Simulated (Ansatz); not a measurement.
`N=C(Br)[SiH2]O` + `BN` → `BN[SiH2]O` + `N=CBr`  (ligand exchange at the Si–C bond)

Computed with Ansatz on PBE0-D4/def2-TZVP structures; ΔE is electronic, products minus reactants. CCSD(T)/CBS adds triple-zeta CCSD(T) − MP2 to the extrapolated MP2 energy (def2 sets, frozen cores). This one scheme is used for every species. DFT in def2-TZVPP. For Br outer-core shells are correlated without core-valence functions, which leaves a few kJ/mol of doubt a bond. Scalar relativity is left out up to krypton. One conformer a species, not always the lowest.

(1) Is it downhill or uphill in electronic energy at CCSD(T)/CBS, and by how much? (Best estimate.)

(2) What do these levels give: LDA (SPW92), r2SCAN-D4, ωB97X-V, B2PLYP, PBE-QIDH, r2SCAN, PBE0, CAM-B3LYP, HF/def2-TZVPP, MP2/def2-TZVPP, SCS-MP2/def2-TZVPP, CCSD/CBS(def2)? (An estimate is asked.)

(3) What do rigid-rotor, harmonic-oscillator terms from PBE0-D4/def2-TZVP frequencies (298.15 K, 1 bar) make of the CCSD(T)/CBS value? (Best estimate.)

Largest T1 diagnostic among the species: 0.012.

## Answers

(1) Computed: Downhill: ΔE = -47.5 kJ/mol.

(2) The calculation gave: LDA (SPW92) -36.3, r2SCAN-D4 -41.7, ωB97X-V -47.9, B2PLYP -48.4, PBE-QIDH -48.9, r2SCAN -42.2, PBE0 -44.0, CAM-B3LYP -50.6, HF/def2-TZVPP -63.0, MP2/def2-TZVPP -49.6, SCS-MP2/def2-TZVPP -52.1, CCSD/CBS(def2) -50.7 kJ/mol.

(3) The calculation gave: ΔZPE = +1.7 kJ/mol, ΔH = -47.8 kJ/mol, ΔS = 3 J/(mol·K), ΔG = -48.7 kJ/mol.

From BLYP to BHLYP (50 % exact exchange), in def2-TZVPP and without D4, ΔE moves by −11.8 kJ/mol. The D4 term adds +3.5 kJ/mol with B3LYP and +2.0 kJ/mol with PBE0; it sums over pairs of atoms, weighted by their polarisabilities, and B3LYP, whose exchange is more repulsive, gets the larger term. Leaving LDA and LC-ωPBE aside and taking each functional with its dispersion term where it has one, the values, not all of them listed here, spread over 14.9 kJ/mol, from BHLYP-D4 to PBE-D4.

B3LYP here is the variant with VWN-RPA as its local correlation; programs differ in this.
